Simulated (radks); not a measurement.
Values are calculated unless marked as measured or tabulated.
Neutral thallium inside a hard spherical wall (all orbitals vanish at R), configuration held at [Hg] 6p1 and not refilled when levels cross. Level of theory: scalar-relativistic Kohn-Sham, PBE, spin-polarised, spherical densities, point nucleus; open shells are filled with parallel spins first (spin-orbit coupling, left out, can overturn this in heavy ions) (a radial shooting solver on a logarithmic mesh with Libxc functionals). Eigenvalues in eV for spin up, with the zero of energy where the potential of the charges vanishes at infinity; a dash marks a level that is unbound or too diffuse for the functional's potential to be trusted. A positive occupied level is held by the wall or, in an anion where self-interaction has pushed it up, behind a barrier. The pressure on the wall is -dE/dV.

| R (bohr) | E (hartree) | kinetic (hartree) | e(5p) | e(5d) | e(6s) | e(6p) | e(7s, empty) | e(6d, empty) | pressure (GPa) |
|---|---|---|---|---|---|---|---|---|---|
| free | -20245.9513 | 22812.160 | -76.050 | -15.480 | -9.741 | -2.614 | - | - | 0 |
| 20 | -20245.9513 | 22812.160 | -76.050 | -15.480 | -9.741 | -2.614 | -0.567 | 0.485 | < 0.0001 |
| 15 | -20245.9513 | 22812.160 | -76.046 | -15.476 | -9.737 | -2.611 | -0.458 | 0.796 | 0.000189 |
| 10 | -20245.9499 | 22812.169 | -75.926 | -15.357 | -9.640 | -2.501 | 0.536 | 2.043 | 0.0272 |
| 7 | -20245.9334 | 22812.254 | -75.333 | -14.783 | -9.181 | -1.774 | 4.431 | 5.093 | 0.773 |
| 3 | -20243.6610 | 22822.190 | -59.820 | -0.143 | 11.000 | 28.333 | 95.515 | 58.738 | 1040 |
| 2.5 | -20240.1099 | 22836.399 | -47.223 | 13.078 | 34.577 | 59.677 | 170.70 | 102.25 | 4400 |
| 1.5 | -20180.4708 | 23041.959 | 58.044 | 140.94 | 310.13 | 378.84 | 797.78 | 467.49 | 200000 |
